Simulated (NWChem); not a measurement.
All runs are NWChem calculations. System: Te, charge 0, spin multiplicity 3. Its SCF solution wasn't tested for a lower state. Level: UHF/def2-TZVP with def2 effective core potentials on Te.

Input file:

```
start mol
memory heap 200 mb stack 900 mb global 1100 mb
geometry units angstroms nocenter noautoz
  Te     0.000000     0.000000     0.000000
  symmetry group D2h
end
basis spherical
  * library def2-tzvp
end
ecp
  Te library def2-ecp
end
scf
  uhf
  nopen 2
  maxiter 100
  thresh 1e-7
  semidirect memsize 60000000 filesize 0
  # guess.movecs holds the orbitals of an unrestricted PBE0 run
  vectors input guess.movecs output mol.movecs
end
task scf energy
```

NWChem printed:

```
             Northwest Computational Chemistry Package (NWChem) 7.3.0
             --------------------------------------------------------

                                NWChem Input Module
                                -------------------

 Scaling coordinates for geometry "geometry" by  1.889725989
 (inverse scale =  0.529177249)

                             Geometry "geometry" -> ""
                             -------------------------

 Output coordinates in angstroms (scale by  1.889725989 to convert to a.u.)

  No.       Tag          Charge          X              Y              Z
 ---- ---------------- ---------- -------------- -------------- --------------
    1 Te                  52.0000     0.00000000     0.00000000     0.00000000

 Effective nuclear repulsion energy (a.u.)       0.0000000000

            Nuclear Dipole moment (a.u.)
            ----------------------------
        X                 Y               Z
 ---------------- ---------------- ----------------
     0.0000000000     0.0000000000     0.0000000000

      Symmetry information
      --------------------

 Group name             D2h
 Group number             26
 Group order               8
 No. of unique centers     1

      Symmetry unique atoms

     1


 Summary of "ao basis" -> "" (spherical)
 ------------------------------------------------------------------------------
       Tag                 Description            Shells   Functions and Types
 ---------------- ------------------------------  ------  ---------------------
 *                         def2-tzvp                  on all atoms

 Summary of "ao basis" -> "ao basis" (spherical)
 ------------------------------------------------------------------------------
       Tag                 Description            Shells   Functions and Types
 ---------------- ------------------------------  ------  ---------------------
 Te                        def2-tzvp                16       50   6s5p3d2f

                                 NWChem SCF Module
                                 -----------------

  ao basis        = "ao basis"
[...]
              MO Center=  3.7D-23, -4.0D-23, -1.3D-15, r^2= 3.4D+00
   Bfn.  Coefficient  Atom+Function         Bfn.  Coefficient  Atom+Function
  ----- ------------  ---------------      ----- ------------  ---------------
    21      0.599501  1 Te pz                12     -0.350023  1 Te pz
    18      0.304946  1 Te pz                15      0.287818  1 Te pz

 Vector   13  Occ=0.000000D+00  E=-9.013580D-03  Symmetry=b2u
              MO Center= -2.8D-23,  5.2D-18, -3.2D-23, r^2= 3.4D+00
   Bfn.  Coefficient  Atom+Function         Bfn.  Coefficient  Atom+Function
  ----- ------------  ---------------      ----- ------------  ---------------
    20      0.599501  1 Te py                11     -0.350023  1 Te py
    17      0.304946  1 Te py                14      0.287818  1 Te py

 Vector   14  Occ=0.000000D+00  E= 2.452216D-01  Symmetry=b3u
              MO Center=  1.1D-17,  1.9D-17,  1.3D-17, r^2= 7.3D+00
   Bfn.  Coefficient  Atom+Function         Bfn.  Coefficient  Atom+Function
  ----- ------------  ---------------      ----- ------------  ---------------
    19      1.597375  1 Te px                16     -1.421894  1 Te px
    10      0.224545  1 Te px

 center of mass
 --------------
 x =   0.00000000 y =   0.00000000 z =   0.00000000

 moments of inertia (a.u.)
 ------------------
           0.000000000000           0.000000000000           0.000000000000
           0.000000000000           0.000000000000           0.000000000000
           0.000000000000           0.000000000000           0.000000000000

  Mulliken analysis of the total density
  --------------------------------------

    Atom       Charge   Shell Charges
 -----------   ------   -------------------------------------------------------
    1 Te  24    24.00   0.29 -0.84  1.56  1.00  1.11  0.88 -0.51  6.46  1.02  2.19  0.83  9.09  0.89  0.03  0.00  0.00

  Mulliken analysis of the alpha density
  --------------------------------------

    Atom       Charge   Shell Charges
 -----------   ------   -------------------------------------------------------
    1 Te  24    13.00   0.14 -0.42  0.78  0.50  0.55  0.45 -0.26  3.25  0.75  1.68  0.58  4.52  0.46  0.02  0.00  0.00

   Mulliken analysis of the beta density
   -------------------------------------

    Atom       Charge   Shell Charges
 -----------   ------   -------------------------------------------------------
    1 Te  24    11.00   0.14 -0.42  0.78  0.50  0.56  0.43 -0.25  3.22  0.27  0.50  0.26  4.56  0.43  0.01  0.00  0.00

   Mulliken analysis of the spin density
   -------------------------------------

    Atom       Charge   Shell Charges
 -----------   ------   -------------------------------------------------------
    1 Te  24     2.00  -0.00  0.00 -0.00 -0.01 -0.00  0.01 -0.02  0.03  0.48  1.18  0.32 -0.04  0.03  0.00  0.00  0.00

       Multipole analysis of the density wrt the origin
       ------------------------------------------------

     L   x y z        total         alpha         beta         nuclear
     -   - - -        -----         -----         ----         -------
     0   0 0 0     -0.000000    -13.000000    -11.000000     24.000000

     1   1 0 0      0.000000      0.000000      0.000000      0.000000
     1   0 1 0      0.000000      0.000000      0.000000      0.000000
     1   0 0 1     -0.000000      0.000000     -0.000000      0.000000

     2   2 0 0    -22.327813    -12.383419     -9.944394      0.000000
     2   1 1 0      0.000000      0.000000      0.000000      0.000000
     2   1 0 1      0.000000     -0.000000      0.000000      0.000000
     2   0 2 0    -18.853329    -12.717877     -6.135452      0.000000
     2   0 1 1     -0.000000     -0.000000     -0.000000      0.000000
     2   0 0 2    -18.853329    -12.717877     -6.135452      0.000000

 Task  times  cpu:        0.6s     wall:        0.6s

 Total times  cpu:        0.6s     wall:        0.6s
```
